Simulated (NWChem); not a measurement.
System: SnHOCl, singlet; SMILES [OH][Sn][Cl]

```xyz
4

Sn     0.3378     0.4703     0.0000
Cl    -0.1274    -1.8934     0.0000
O     -1.5659     1.0450     0.0000
H     -2.1953     0.3108     0.0000
```
Atoms are numbered in this order, from 1.

Computed with NWChem. Medium grid unless said otherwise, to which SCAN and Minnesota functionals are sensitive. Low-valent species are run as closed-shell singlets; no triplet was tried in these runs. The geometry was optimised at PBE0/def2-SVP. def2 effective core potentials on Sn; no spin-orbit coupling.

For level revPBE/def2-SVP:

```yaml
highest occupied level (eV): -6.54
orbital gap (eV): 3.54
dipole (D): 1.49
```

**Question.** What are these values for level r2SCAN/def2-SVP?

**Answer.** The highest occupied level (eV) is -6.95 and the orbital gap (eV) is 3.87. The dipole (D) comes out as 1.61.
